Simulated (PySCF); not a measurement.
A structure optimised at PBE0-D3(BJ)/def2-SVP, used in a PySCF frequency run:

```
C
F 1 1.3427
F 1 1.3460 2 106.16
O 1 1.3608 2 109.70 3 -120.07
C 4 1.4147 1 108.23 2 -125.69
O 5 1.3875 4 106.19 1 24.61
H 5 1.0986 6 109.89 4 -118.22
C 6 1.4002 5 104.72 7 -154.46
H 8 1.0969 6 110.21 5 152.68
H 8 1.1064 9 110.10 6 -124.56
H 5 1.1099 7 110.38 6 123.68
```
Charge 0, spin multiplicity 1.

### Question
Write its SMILES and formula.

### Answer
FC1(F)COCO1, C3H4F2O2

### Question
What are its rotational constants (standard atomic weights)?

### Answer
4.7695, 2.4480, 2.3270 GHz
